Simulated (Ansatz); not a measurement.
Calculation: PBE0-D4/def2-TZVP in Ansatz (a first-principles code). No frequencies were computed at this level.

Ansatz 0.2 input:
```yaml
crystal:
  periodic: [false, false, false]
  atoms:
    - { symbol: F, position_ang: [-1.132904, -1.310487, 0.012263] }
    - { symbol: Ga, position_ang: [0.000787, -0.000814, 0.000379] }
    - { symbol: F, position_ang: [1.703033, -0.323317, 0.002048] }
    - { symbol: F, position_ang: [-0.570916, 1.634618, -0.01469] }
basis:
  gaussian: { orbitals: def2-tzvp }
hamiltonian:
  xc: pbe0
  dispersion: d4
relax:
  max_steps: 150
```

Output:

```
Functional definition: PBE0
881 factors; their error is unknown
mean field evaluation 1: about -60514.7326 eV, gradient 6.5e1 eV
mean field evaluation 2: about -60501.0133 eV, gradient 1.2e2 eV
mean field evaluation 4: about -60520.6555 eV, gradient 1.4e0 eV
mean field evaluation 8: about -60520.8761 eV, gradient 2.1e-2 eV
mean field -60520.87606943 eV, -2224.1011730283 hartree, gradient 6.2e-6 eV, S^2 0.000000; 0 other end points of the search recorded, 0 dependent functions left out
reference -60520.87609238 eV, -2224.1011738719 hartree; 29, 29 occupied and 112, 112 virtual orbitals, 881 factors
relax step   1: F+E_penalty+E_count = -60520.92150846 eV  Δ(F+E_penalty+E_count) = +0.000e0 eV  max|allowed force component| = 2.583e-1 eV/Å  Δτ_max = 0.0000 Å  (24 SCF iters, accepted)
these checks for a lower state are left out or cut short: starts, cluster_reference, orbital_swaps, neighbouring_geometries, increment
881 factors; their error is unknown
mean field evaluation 16: about -60520.6496 eV, gradient 2.0e0 eV
mean field -60520.87637640 eV, -2224.1011843095 hartree, gradient 1.0e-5 eV, S^2 0.000000; 0 other end points of the search recorded, 0 dependent functions left out
reference -60520.87639939 eV, -2224.1011851541 hartree; 29, 29 occupied and 112, 112 virtual orbitals, 881 factors
relax step   2: F+E_penalty+E_count = -60520.92187938 eV  Δ(F+E_penalty+E_count) = -3.709e-4 eV  max|allowed force component| = 1.484e-1 eV/Å  Δτ_max = 0.0231 Å  (28 SCF iters, accepted)
these checks for a lower state are left out or cut short: starts, cluster_reference, orbital_swaps, neighbouring_geometries, increment
881 factors; their error is unknown
mean field -60520.87922644 eV, -2224.1012890464 hartree, gradient 9.9e-6 eV, S^2 0.000000; 0 other end points of the search recorded, 0 dependent functions left out
reference -60520.87924943 eV, -2224.1012898913 hartree; 29, 29 occupied and 112, 112 virtual orbitals, 881 factors
relax step   3: F+E_penalty+E_count = -60520.92478354 eV  Δ(F+E_penalty+E_count) = -2.904e-3 eV  max|allowed force component| = 3.866e-3 eV/Å  Δτ_max = 0.0221 Å  (29 SCF iters, accepted)
881 factors; their error is unknown
mean field evaluation 32: about -60514.7700 eV, gradient 6.5e1 eV
mean field -60520.87922644 eV, -2224.1012890464 hartree, gradient 1.6e-5 eV, S^2 0.000000; 1 other end points of the search recorded, 0 dependent functions left out
reference -60520.87924943 eV, -2224.1012898913 hartree; 29, 29 occupied and 112, 112 virtual orbitals, 881 factors
Total energy: -60520.92480653 eV, -2224.1029640837 hartree
Atom 0 at    -1.126191    -1.305287     0.012543 Å, force    -0.000578    -0.001527    -0.001280 eV/Å
Atom 1 at     0.000103    -0.000109    -0.000614 Å, force    -0.002324     0.001810     0.003866 eV/Å
Atom 2 at     1.693675    -0.322355     0.002382 Å, force     0.002845    -0.000863    -0.001287 eV/Å
Atom 3 at    -0.567588     1.627751    -0.014311 Å, force     0.000056     0.000581    -0.001299 eV/Å
Dipole moment:     0.000244    -0.000253    -0.001151 e Å
```

Cost: roughly 11 core-seconds.
